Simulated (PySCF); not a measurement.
**Unknowns**

PySCF calculation with shielding tensors at PBE0/pcSseg-1 (GIAO) and structure optimised with GFN2-xTB; averaged over atoms made equivalent by symmetry, fast rotation or ring inversion, one computed conformer, gas phase, relativity neglected.

δ = σ(ref) − σ, references computed at the same level: TMS for ¹H, ¹³C. Splittings of carbon signals by F and P are missing where no couplings were computed. Where no couplings were computed, multiplicities follow the n + 1 count of equivalent neighbours, and m marks all less simple cases (inequivalent or close neighbours, rings, F or P nearby). Shifts are as computed. Against solution values, carbons near 30 ppm lie about +3 ppm off and those near 130 ppm about +5 ppm. Of 1211 compounds with measured shifts, 218 miss one by over three times the rms of a fit or turn the order of signals round; such compounds aren't used in these exercises.

(1) C$_{6}$H$_{5}$FSi. ¹H NMR (400 MHz, computed): δ 6.91 (m, 1H), 5.45 (m, 2H), 3.56 (s, 1H), 3.50 (d, 1H). ¹³C{¹H} NMR (computed): δ 142.0 (CH), 140.7 (C), 102.9 (CH), 101.7 (CH), 87.0 (C), 85.7 (C). Identify the compound.

(2) C$_{7}$H$_{13}$F. ¹H NMR (300 MHz, computed): δ 4.85 (m, 1H), 1.99 (m, 3H), 1.18 (s, 9H). ¹³C{¹H} NMR (computed): δ 167.2 (C), 123.6 (CH), 32.9 (C), 31.5 (CH3), 22.4 (CH3). Identify the compound.

## Answers

(1) SMILES C#C/C=C(/C#C)[SiH2]F. Rings plus π bonds: 5 (no ring in the answer). 6 carbon signals for 6 carbons: no two carbons are equivalent. Carbon types of the structure: 3 × C, 3 × CH, leaving 2 H on heteroatoms. δC 142.0: alkene CH; the olefinic region. δC 140.7: fully substituted alkene carbon; as expected for a trigonal carbon in a double bond. δC 102.9, 101.7: terminal alkyne carbon; the triple bond shields along its axis, which puts it between sp3 and sp2 carbons. δC 87.0, 85.7: alkyne carbon; sp carbons lie upfield of alkene carbons because the cylindrical π system leaves one tensor component strongly shielded.

The shifts were computed for this structure.

(2) `C/C(F)=C/C(C)(C)C`. Rings plus π bonds: 1 (no ring in the answer). 5 carbon signals for 7 carbons: some carbons are equivalent by symmetry or fast rotation. Carbon types of the structure: 2 × C, 1 × CH, 4 × CH3, which accounts for all hydrogens. δC 167.2: fully substituted alkene carbon. δC 123.6: alkene CH; the olefinic region. δH 4.85: hydrogen on an alkene CH; a vinylic proton, deshielded by the sp2 carbon and the C=C anisotropy. δH 1.99: hydrogen on an allylic methyl carbon; allylic position.

The shifts were computed for this structure.
